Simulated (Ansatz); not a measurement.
K₃Na₃, relaxed as a singlet with RKS r2SCAN/def2-SVP in Ansatz, starting from the GFN2-xTB geometry. Force threshold 0.02 eV/Å.

The restricted singlet is unstable towards broken spin symmetry in Hartree–Fock (as tested in another run); at r2SCAN/def2-SVP this wasn't settled. Another isomer (singlet) lies 0.10 eV lower at PBE0/def2-TZVP; other spin states weren't run for this one.

Start:

```xyz
6

Na    0.382    2.185   -1.474
Na    1.857   -0.506   -1.134
Na    1.242    1.346    1.370
K    -0.642   -1.280    0.942
K    -2.101    2.459   -3.279
K    -0.739   -4.204    3.575
```

```json
{"step": "1", "energy (eV)": "-62205.0325", "largest force component (eV/Å)": "0.799", "SCF passes": "21"}
{"step": "2", "energy (eV)": "-62205.3264", "largest force component (eV/Å)": "0.591", "SCF passes": "24"}
{"step": "3", "energy (eV)": "-62205.6094", "largest force component (eV/Å)": "0.365", "SCF passes": "23"}
{"step": "4", "energy (eV)": "-62205.7910", "largest force component (eV/Å)": "0.224", "SCF passes": "22"}
{"step": "5", "energy (eV)": "-62205.9006", "largest force component (eV/Å)": "0.148", "SCF passes": "22"}
{"step": "6", "energy (eV)": "-62205.9715", "largest force component (eV/Å)": "0.125", "SCF passes": "21"}
{"step": "7", "energy (eV)": "-62206.0284", "largest force component (eV/Å)": "0.106", "SCF passes": "21"}
{"step": "8", "energy (eV)": "-62206.0826", "largest force component (eV/Å)": "0.085", "SCF passes": "20"}
{"step": "9", "energy (eV)": "-62206.1322", "largest force component (eV/Å)": "0.097", "SCF passes": "20"}
{"step": "10", "energy (eV)": "-62206.1770", "largest force component (eV/Å)": "0.095", "SCF passes": "21"}
{"step": "11", "energy (eV)": "-62206.2222", "largest force component (eV/Å)": "0.091", "SCF passes": "21"}
{"step": "12", "energy (eV)": "-62206.2664", "largest force component (eV/Å)": "0.083", "SCF passes": "21"}
{"step": "13", "energy (eV)": "-62206.2987", "largest force component (eV/Å)": "0.046", "SCF passes": "21"}
{"step": "14", "energy (eV)": "-62206.3193", "largest force component (eV/Å)": "0.038", "SCF passes": "21"}
{"step": "15", "energy (eV)": "-62206.3342", "largest force component (eV/Å)": "0.040", "SCF passes": "20"}
{"step": "16", "energy (eV)": "-62206.3490", "largest force component (eV/Å)": "0.034", "SCF passes": "20"}
{"step": "17", "energy (eV)": "-62206.3634", "largest force component (eV/Å)": "0.030", "SCF passes": "20"}
{"step": "18", "energy (eV)": "-62206.3781", "largest force component (eV/Å)": "0.028", "SCF passes": "21"}
{"step": "19", "energy (eV)": "-62206.3930", "largest force component (eV/Å)": "0.027", "SCF passes": "20"}
{"step": "20", "energy (eV)": "-62206.4079", "largest force component (eV/Å)": "0.024", "SCF passes": "20"}
{"step": "21", "energy (eV)": "-62206.4221", "largest force component (eV/Å)": "0.023", "SCF passes": "20"}
{"step": "22", "energy (eV)": "-62206.4348", "largest force component (eV/Å)": "0.021", "SCF passes": "20"}
{"step": "23", "energy (eV)": "-62206.4447", "largest force component (eV/Å)": "0.025", "SCF passes": "20"}
{"step": "24", "energy (eV)": "-62206.4500", "largest force component (eV/Å)": "0.030", "SCF passes": "18"}
{"step": "25", "energy (eV)": "-62206.4515", "largest force component (eV/Å)": "0.021", "SCF passes": "21"}
{"step": "26", "energy (eV)": "-62206.4526", "largest force component (eV/Å)": "0.011", "SCF passes": "20"}
{"step": "27", "energy (eV)": "-62206.4529", "largest force component (eV/Å)": "0.006", "SCF passes": "22"}
```

Force components are those of the run's own axes.

End:

```xyz
6

Na    0.547    1.301   -1.669
Na    3.907    0.897   -0.787
Na    1.620   -0.837    1.214
K    -2.423   -0.569    0.476
K    -3.084    2.124   -3.037
K    -0.567   -2.916    3.804
```

Bonds lost: Na2–K4 (atoms count from 1). Bonds formed: Na3–K6, K4–K5 (atoms count from 1).

The force fell under the threshold at step 26, but the optimiser went on. No frequencies were taken in this run, so the end may be a saddle point.

Hardware: 4 threads of Intel Xeon on a shared host. Wall time 2.4 min.
